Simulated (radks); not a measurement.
Values are calculated unless marked as measured or tabulated.
Neutral copper inside a hard spherical wall (all orbitals vanish at R), configuration held at [Ar] 3d10 4s1 and not refilled when levels cross. Code: a radial shooting solver on a logarithmic mesh with Libxc functionals. Model: scalar-relativistic Kohn-Sham, PBE, spin-polarised, spherical densities, finite nucleus; open shells are filled with parallel spins first; Fermi nuclear charge, rms radius 3.8823 fm. Eigenvalues in eV for spin up, with the zero of energy where the potential of the charges vanishes at infinity; a dash marks a level that is unbound or too diffuse for the functional's potential to be trusted. A positive occupied level is held by the wall or, in an anion where self-interaction has pushed it up, behind a barrier. The pressure on the wall is -dE/dV.

| R (bohr) | E (hartree) | kinetic (hartree) | e(3s) | e(3p) | e(3d) | e(4s) | e(4p, empty) | e(5s, empty) | pressure (GPa) |
|---|---|---|---|---|---|---|---|---|---|
| free | -1654.85043 | 1679.453 | -114.62 | -72.068 | -5.058 | -5.004 | -0.961 | - | 0 |
| 20 | -1654.85043 | 1679.453 | -114.62 | -72.068 | -5.058 | -5.004 | -0.961 | - | < 0.0001 |
| 15 | -1654.85043 | 1679.453 | -114.62 | -72.068 | -5.058 | -5.004 | -0.952 | 0.239 | < 0.0001 |
| 12 | -1654.85041 | 1679.453 | -114.62 | -72.066 | -5.056 | -5.003 | -0.911 | 0.712 | 0.000311 |
| 10 | -1654.85026 | 1679.455 | -114.60 | -72.050 | -5.040 | -4.989 | -0.799 | 1.567 | 0.00472 |
| 7 | -1654.84496 | 1679.490 | -114.31 | -71.765 | -4.768 | -4.710 | 0.053 | 6.127 | 0.298 |
| 6 | -1654.83321 | 1679.554 | -113.89 | -71.344 | -4.369 | -4.253 | 1.007 | 10.385 | 1.30 |
| 5 | -1654.79435 | 1679.733 | -112.88 | -70.339 | -3.423 | -3.046 | 3.091 | 18.752 | 6.36 |
| 4 | -1654.65208 | 1680.300 | -110.31 | -67.809 | -1.027 | 0.450 | 8.253 | 37.354 | 38.6 |
| 2.5 | -1652.92105 | 1686.163 | -94.882 | -52.738 | 14.353 | 30.237 | 45.127 | 147.83 | 1300 |
| 2 | -1649.67075 | 1696.867 | -78.476 | -36.375 | 32.706 | 74.663 | 94.768 | 276.81 | 6630 |
